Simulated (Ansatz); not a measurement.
The cluster K3⁺ was relaxed with PBE (def2-TZVP) in Ansatz in these states: charge +1 singlet, charge +1 triplet. The geometries follow in no particular order.

A:

```xyz
3

K    -3.955   -1.956    1.852
K     0.035   -0.040    0.031
K     3.921    1.996   -1.883
```

B:

```xyz
3

K     0.100   -2.538    0.037
K    -0.493    1.282    2.135
K     0.394    1.256   -2.172
```

Judge from the bond lengths which geometry belongs to which state (an estimate).

A is the charge +1 triplet (K1–K3 9.571 Å, K2–K3 4.786 Å, K1–K2 4.786 Å); B is the charge +1 singlet (K1–K3 4.399 Å, K2–K3 4.397 Å, K1–K2 4.398 Å).

At PBE0/def2-TZVP a singlet lies 0.46 eV below the charge +1 triplet. These are the stationary points nearest to one start from a short search; other shapes may lie lower in each state.
